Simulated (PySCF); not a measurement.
## Scandium: a sound run and one with changed settings

Sound run: Sc [Ar] 3d1 4s2, Sc⁺ [Ar] 3d1 4s1. All numbers are calculated (PySCF 2.14, no relativity, point nucleus, in def2-TZVP). In the sound run the correlated levels freeze [Ar]. The sound run starts from symmetry-adapted Hartree-Fock orbitals and uses a fine grid where one is needed.

Changed run: all electrons correlated in a basis built for the valence shell.

```tsv
species	method	sound run (hartree)	changed run (hartree)	converged
Sc	MP2	-759.75044	-759.96558	yes
Sc⁺	MP2	-759.52977	-759.73577	yes
```

Ionisation energy of Sc:

| method | sound run (eV) | changed run (eV) |
| --- | --- | --- |
| UHF | 5.367 | 5.367 |
| MP2 | 6.005 | 6.254 |
| SCS-MP2 | 6.134 | 6.315 |

A valence basis has no tight correlating functions, so it recovers only part of the core correlation, and not evenly between atom and ion.

For comparison, NIST gives 6.561 eV between the lowest levels.
